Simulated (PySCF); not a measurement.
methyl formate (C2H4O2), singlet, geometry from GFN2-xTB. Base run: WB97X/3-21G (PySCF).

Input for PySCF:
```python
from pyscf import gto, scf, dft

mol = gto.M(
    atom='''
C    -0.91982122   -0.08309295    0.01210331
O    -0.73577669   -1.26344773    0.02384941
O     0.00784141    0.85748876   -0.01005908
H    -1.91236445    0.39813516    0.01878171
C     1.36046002    0.40713364   -0.02142447
H     1.98017944    1.29959769   -0.01906713
H     1.56131876   -0.20366968    0.86058411
H     1.55051574   -0.19063563   -0.91469422
''',
    basis='3-21g',
    verbose=4,
)

mf = dft.RKS(mol)
mf.xc = 'wb97x'
mf.kernel()
mf.analyze()
```

The base run was repeated with changes; each row names its change, and settings that it needs were set with it.

```tsv
change	ΔE vs base (µEh)	grid points	electrons on the grid
base	0.0	95632	31.99999
grids.atom_grid = (75, 302)	0.3	115752	31.99999
grids.level = 7	-4.2	547104	32.00000
grids.atom_grid = (30, 110)	-651	19680	32.00004
grids.radi_method = gauss_chebyshev	-3.1	93544	31.99999
grids.becke_scheme = stratmann	-3.3	95632	32.00000
grids.prune = dft.gen_grid.treutler_prune	15.6	82600	31.99999
grids.atom_grid = (99, 590)	-4.2	257808	32.00000
grids.prune = off	1.9	151000	31.99999
grids.level = 5	-3.8	266072	32.00000
small_rho_cutoff = 0	0.0	95632	31.99999
```
